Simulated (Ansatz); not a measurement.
Reaction (ligand exchange at the Si–Br bond): `Br[Si]Br` + `[SiH3]N[SiH3]` → `[SiH3]N([SiH3])[Si]Br` + HBr

Isolated molecules relaxed with PBE0-D4/def2-TZVP in Ansatz; ΔE leaves out vibrations. CBS: MP2 limit from def2 TZ/QZ plus the TZ coupled-cluster correction, frozen cores. This one scheme is used for every species. DFT in def2-TZVPP. For Br outer-core shells are correlated without core-valence functions, which leaves a few kJ/mol of doubt a bond. Scalar relativity is left out up to krypton. One conformer a species, not always the lowest.

`Br[Si]Br`:

Z-matrix (Å, degrees):
```
Si
Br 1 2.249
Br 1 2.249 2 101.9
```

`[SiH3]N[SiH3]`:

```xyz
10

Si    0.468    1.108   -0.995
N    -0.616    0.107   -0.101
Si   -0.253   -1.150    1.025
H     1.831    0.547   -0.826
H     0.464    2.521   -0.523
H     0.105    1.127   -2.439
H    -1.597    0.323   -0.209
H     1.204   -1.418    0.935
H    -1.015   -2.387    0.705
H    -0.590   -0.776    2.427
```

`[SiH3]N([SiH3])[Si]Br`:

```xyz
11

Si    0.433    1.378   -0.936
N    -0.099    0.313    0.356
Si   -0.108   -1.412   -0.008
Si   -0.553    1.066    1.837
Br   -1.131   -0.763    3.086
H     1.827    1.057   -1.329
H    -0.451    1.234   -2.120
H     0.359    2.767   -0.414
H     0.824   -2.152    0.872
H     0.373   -1.516   -1.415
H    -1.475   -1.972    0.073
```

HBr:

Z-matrix (Å, degrees):
```
Br
H 1 1.420
```

CCSD(T)/CBS gives +0.10 eV.

Question: Another level gave +0.18 eV. Which?
A. RPA@PBE/def2-TZVPP
B. ωB97X-V/def2-TZVPP
C. BHLYP/def2-TZVPP
D. PBE-D4/def2-TZVPP

Answer: D. PBE-D4 0.18, RPA@PBE/def2-TZVPP 0.05, BHLYP 0.28, ωB97X-V 0.12 eV.

Largest T1 diagnostic among the species: 0.012.

From BLYP to BHLYP (50 % exact exchange), in def2-TZVPP and without D4, ΔE moves by −0.08 eV. Leaving LDA and LC-ωPBE aside and taking each functional with its dispersion term where it has one, the values, not all of them listed here, spread over 0.08 eV, from ωB97X-V to B2PLYP. LDA lies −0.19 eV from PBE without D4. At CCSD(T), def2-SVP lies −0.09 eV from the extrapolated value and def2-TZVPP −0.05 eV.
